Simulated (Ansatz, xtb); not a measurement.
**Ranking isomers of B3H6N3S2**

3 gas-phase structures of B3H6N3S2, from a drawn sample of its isomers (lower ones may exist). Each was relaxed with GFN2-xTB; where two conformers were screened, the lower at r2SCAN-D4/def2-SVP is listed:

A. `SB1NBN(S)BN1`, a singlet
B. `SB1NBNB(S)N1`, a singlet
C. `SB1NBNBN1S`, a singlet

Question: Make a reasoned guess at their ranking by r2SCAN-D4/def2-SVP single-point energy.

Answer: Calculated order at r2SCAN-D4/def2-SVP: B (0.0), C (181.4), A (189.8) kJ/mol.

Energies above the lowest of each column, in kJ/mol; the last columns are at B3LYP/def2-SVP geometries:

```
structure  GFN2-xTB  HF/STO-3G  r2SCAN-D4/def2-SVP  B3LYP/def2-SVP  CCSD(T)/def2-SVP + ΔMP2/def2-TZVPP
        B       0.0        0.0                 0.0             0.0                                 0.0
        C      96.3      139.8               181.4           172.9                               163.4
        A      95.9      136.2               189.8           177.0                               168.0
```

Every level run on B puts it lowest or level with the lowest. Flexible structures stand in one conformer each, not always the lowest. ΔMP2 is the change of the MP2 energy from the smaller to the larger basis.

Programs: Ansatz 0.2.0, xtb 6.7.1.
